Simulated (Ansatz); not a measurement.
**A barrier at the coupled-cluster level**

Start structure (AlH$_{5}$SeO, singlet), relaxed at PBE0-D4/def2-TZVP:

```json
{"atom": "Al1", "x (Å)": "-0.3513", "y (Å)": "0.8658", "z (Å)": "-0.5160"}
{"atom": "O2", "x (Å)": "1.2329", "y (Å)": "0.4469", "z (Å)": "-1.0310"}
{"atom": "H3", "x (Å)": "-1.5915", "y (Å)": "0.3711", "z (Å)": "-1.3881"}
{"atom": "H4", "x (Å)": "-0.4428", "y (Å)": "2.1260", "z (Å)": "0.4462"}
{"atom": "H5", "x (Å)": "-0.2586", "y (Å)": "-2.1007", "z (Å)": "0.7664"}
{"atom": "Se6", "x (Å)": "-0.6678", "y (Å)": "-0.9108", "z (Å)": "1.5237"}
{"atom": "H7", "x (Å)": "1.3739", "y (Å)": "-0.1047", "z (Å)": "-1.7981"}
{"atom": "H8", "x (Å)": "0.7054", "y (Å)": "-0.6936", "z (Å)": "1.9970"}
```

The step: AlH₃O ([OH][AlH2]) + H₂Se → AlH₃Se ([AlH2][SeH]) + H₂O (still joined by a long Al–O bond); bonds formed: O2–H5; dative contacts that become bonds: Al1–Se6; bonds broken: H5–Se6; bonds weakened to dative contacts: Al1–O2. Ansatz 0.2.0; basis: def2-TZVPP and def2-QZVPP; cores frozen in the correlated methods. Filled d shells of the heavier atoms are correlated. The def2 sets are not built for correlating such inner shells, so the correlated values are less sure here. Extrapolation: Hartree–Fock as exp(−7.88 √X), correlation as X^−2.97. Energies below are by CCSD(T) at an estimated basis limit (MP2 extrapolated from triple and quadruple zeta, plus CCSD(T) − MP2 in triple zeta).

(1) What are the electronic barrier and the energy of the step, from the start structure to the end structure? (To be estimated.)

The T1 diagnostic stays at or below 0.011.

## Answers

(1) By the calculation: Barrier 7.73 kcal/mol; step energy -8.40 kcal/mol (downhill); reverse barrier, their difference, 16.14 kcal/mol. Barrier and step energy count from the start structure, the reverse barrier from the end structure.

The saddle point: One imaginary mode of 649i cm⁻¹.
```json
{"pair": "Al1–Se6", "start (Å)": "2.72", "saddle (Å)": "2.61", "end (Å)": "2.39"}
{"pair": "O2–H5", "start (Å)": "3.46", "saddle (Å)": "1.46", "end (Å)": "0.97"}
{"pair": "Al1–O2", "start (Å)": "1.72", "saddle (Å)": "1.80", "end (Å)": "2.01"}
{"pair": "H5–Se6", "start (Å)": "1.47", "saddle (Å)": "1.62", "end (Å)": "2.71"}
```

Zero-point energy (harmonic, PBE0-D4): ZPE is 27.07 kcal/mol at the start and 26.15 kcal/mol at the saddle, so the barrier goes from 7.73 to 6.81 kcal/mol.

First-order rate constant out of the start structure at 298 K by transition-state theory, with harmonic vibrational free energies alone and no tunnelling: ΔA‡ = 8.03 kcal/mol, so k = (kB T/h) exp(−ΔA‡/kB T) ≈ 10^7 s⁻¹ (an order of magnitude at best: rotation, the number of equivalent paths and anharmonicity are left out).

Labels in which every atom is bracketed show which atoms are joined, not bond orders.

For scale, one of the runs: CCSD(T)/def2-TZVPP, 191 basis functions, launched by `ansatz run in.yaml --threads 4 --pin off --events-out ev --progress --plain --max-ram 9574MiB`. The run took 16 s on 4 CPU threads of an Intel Xeon 6975P-C (shared host), with 2.2 GiB of host memory at its peak.
